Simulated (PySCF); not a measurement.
Relaxation of quartet FeN₂⁻

These are results of UPBE0/[Fe def2-SVPD, N def2-SVPD], no relativity, density fitting, PySCF, not measurements. A (50,194) grid was used.

A hand-made bent start, of C2v symmetry, held to at least that symmetry:

Coordinates in bohr (charge -1 multiplicity 4):
```
Fe    0.0000    0.0000   -0.6111
N     2.6161    0.0000    1.2206
N    -2.6161    0.0000    1.2206
```

Optimiser trace:
| step | E − E(last) (kJ/mol) | largest gradient (Eh/bohr) |
| --- | --- | --- |
| 0 | 43.57 | 0.07246 |
| 1 | 10.96 | 0.03939 |
| 2 | 3.11 | 0.02726 |
| 3 | 0.32 | 0.00731 |
| 4 | 0.01 | 0.00074 |
| 5 | 0.00 | 0.00013 |

It ends at C2v with Fe–N 1.579 Å (×2); N–Fe–N 122.2° (after a last refinement on a finer grid). A frequency run shows a minimum. Other isomers or separated fragments may lie lower.

Final geometry:
```xyz
3
charge -1 multiplicity 4, angstrom
Fe    0.0000    0.0000   -0.2556
N     1.3823    0.0000    0.5069
N    -1.3823    0.0000    0.5069
```

Open d and f shells are described by one determinant, and the ground state may have another occupation or spin.

The relaxation took about 21 core-seconds on a shared host.
